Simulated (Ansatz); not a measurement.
Consider the formal loss of a carbene: `CBCBO` → `[CH2]` (triplet) + `BCBO`.

Program: Ansatz. Geometries: PBE0-D4/def2-TZVP. ΔE: electronic, gas phase. CBS: MP2 limit from def2 TZ/QZ plus the TZ coupled-cluster correction, frozen cores. This one scheme is used for every species. DFT in def2-TZVPP. B3LYP here is the variant with VWN-RPA as its local correlation; programs differ in this. Triplets are unrestricted, without spin–orbit coupling. One conformer a species, not always the lowest.

Q: Is it downhill or uphill in electronic energy at CCSD(T)/CBS, and by how much? (Estimate.)

A: Ansatz gave: Uphill: ΔE = +5.05 eV.

Q: What do these levels give: B3LYP-D4, PBE, PBE0, MP2/def2-QZVPP, MP2/CBS(def2), CCSD/CBS(def2)? (Best estimate.)

A: Ansatz gave: B3LYP-D4 4.98, PBE 5.09, PBE0 5.00, MP2/def2-QZVPP 5.13, MP2/CBS(def2) 5.18, CCSD/CBS(def2) 4.93 eV.

Largest T1 diagnostic among the species: 0.013.

From PBE to PBE0 (25 % exact exchange), in def2-TZVPP and without D4, ΔE moves by −0.09 eV. In def2-TZVPP, CCSD(T) changes the Hartree–Fock value by +1.45 eV (the triples alone add +0.12 eV) and MP2 by +1.59 eV.
